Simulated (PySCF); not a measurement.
# H₂TcO₂: fields on a plane

Computed with UPBE/[Tc def2-SVP with ECP28, O def2-SVP, H def2-SVP], scalar-relativistic core potentials, density fitting, no spin–orbit coupling, PySCF.

The doublet minimum has Tc–H 1.658 Å (×2), Tc–O 1.681 Å (×2); H–Tc–H 96.0°, H–Tc–O 108.2° (×4), O–Tc–O 124.5°.

The plane holds Tc1 at (0.00, 0.00), O2 at (1.68, 0.00), O3 at (-0.95, 1.39) Å. Columns run from x = -2.85 to 4.05 Å, rows from y = 3.75 (top) to -1.95 Å, in steps of 0.3 Å. Other isomers or separated fragments may lie lower. Core electrons replaced by a potential are absent, the electrostatic potential uses the reduced nuclear charge, and values within about 0.7 Å of such atoms have no physical meaning.

Problem. Give the spin density (e/Å³) (cut at ±0.5 e/Å³). Every second row and column.

Solution. 
```
 0.00  0.00  0.00  0.00  0.00  0.00  0.00  0.00  0.00  0.00  0.00  0.00
 0.00  0.00  0.00  0.00  0.00  0.00  0.00  0.00  0.00  0.00  0.00  0.00
 0.00  0.00  0.00  0.00  0.00  0.00  0.00  0.00  0.00  0.00  0.00  0.00
 0.00  0.00  0.01 -0.01  0.02  0.00  0.00  0.00  0.00  0.00  0.00  0.00
 0.00  0.00  0.06  0.31  0.09  0.00  0.00  0.00  0.00  0.00  0.00  0.00
 0.00  0.00  0.01  0.00  0.00  0.43  0.06  0.01  0.01  0.00  0.00  0.00
 0.00  0.00  0.00  0.00  0.02  0.14  0.05  0.11 -0.03  0.00  0.00  0.00
 0.00  0.00  0.01  0.06  0.50  0.14  0.01  0.01  0.13  0.01  0.00  0.00
 0.00  0.00  0.01  0.04  0.15  0.09  0.01  0.00  0.01  0.00  0.00  0.00
 0.00  0.00  0.00  0.01  0.02  0.02  0.00  0.00  0.00  0.00  0.00  0.00
```

Problem. Give the electrostatic potential (V) (cut at 20 V). Lower edges of the bins (V): '0' -0.79, '1' -0.66, '2' -0.47, '3' -0.16, '4' 0.33, '5' 1.10, '6' 2.33, '7' 4.28, '8' 7.36, '9' 12.25; top 20.0.

Solution. 
```
222222222223333333333333
222221122222333333333333
222111111222333333333333
221100001123333333333333
211001111123333333333333
211134554333333333222222
211358997544444332222222
211479999765554322222222
222489999877654321111222
222479999998765542001122
323468999999987775200122
333457999999999997400122
334567999999999999520112
344567999999999999520122
344567899999999998421122
344556899999987775311122
344455678998876543111222
344445567777665332222222
334444455666554332222222
333344444555544333222223
```

Open d and f shells are described by one determinant, and the ground state may have another occupation or spin.
